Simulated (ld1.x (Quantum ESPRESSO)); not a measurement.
**Which change was made? (Al, RRKJ)**

ld1.x (Quantum ESPRESSO) 7.5 input, shortened:

```
&input
   title='Al', zed=13., rel=1, dft='PBE', iswitch=3,
   config='[Ne] 3s2 3p0'
 /
 &inputp
   pseudotype=2, tm=.false., rho0=0.005, lloc=0,
   nlcc=.true., new_core_ps=.true., rcore=0.65
 /
2
3P  2  1   0.00   0.00  2.00  2.00  0.0
3S  1  0   2.00   0.00  1.45  1.45  0.0
 &test
   configts(1)='3s2 3p0'
 /
```

Cutoffs, loose and tight: the cutoffs (Ry, on a coarse ladder) from which the occupation-weighted sum of valence levels, in a spherical-Bessel basis at the reference potential, stays within 10 and 1 mRy of its value at 400 Ry. They do not see the model core or the augmentation charge, which bear on the density cutoff. Test errors are all-electron minus pseudo excitation energies from the reference, over the configurations 3s2 3p1; 3s1 3p0; 3s2 3p0.5; 3s0 3p3; 3s1 3p1; 3s2 3p1.3; 3s1 3p2; variants that change the core or the reference have their own tests.

The base gives: outcome: generated; cutoff, loose: 35 Ry; cutoff, tight: 70 Ry; bound ghosts: none; largest test error (meV): -23.

(1) After one change the result is: outcome: generated; cutoff, loose: 35 Ry; cutoff, tight: 70 Ry; bound ghosts: none; largest test error (meV): -44. Which change was it?
A. wave 3p (bound): rc 2.00 bohr becomes 3p (bound): rc 1.38 bohr
B. wave 3p (bound): rc 2.00 bohr becomes 3p (bound): rc 1.82 bohr
C. wave 3p (bound): rc 2.00 bohr becomes 3p (bound): rc 1.58 bohr
D. wave 3p (bound): rc 2.00 bohr becomes 3p (bound): rc 2.18 bohr
E. wave 3p (bound): rc 2.00 bohr becomes 3p (bound): rc 2.62 bohr

Results:

(1) E. The others give: wave 3p (bound): rc 2.00 bohr becomes 3p (bound): rc 2.18 bohr → outcome: generated; cutoff, loose: 35 Ry; cutoff, tight: 70 Ry; bound ghosts: none; largest test error (meV): -34 | wave 3p (bound): rc 2.00 bohr becomes 3p (bound): rc 1.58 bohr → outcome: generated; cutoff, loose: 35 Ry; cutoff, tight: 70 Ry; bound ghosts: none; largest test error (meV): -6.4 | wave 3p (bound): rc 2.00 bohr becomes 3p (bound): rc 1.82 bohr → outcome: generated; cutoff, loose: 35 Ry; cutoff, tight: 70 Ry; bound ghosts: none; largest test error (meV): -16 | wave 3p (bound): rc 2.00 bohr becomes 3p (bound): rc 1.38 bohr → outcome: failed: compute_chi: n is too large.
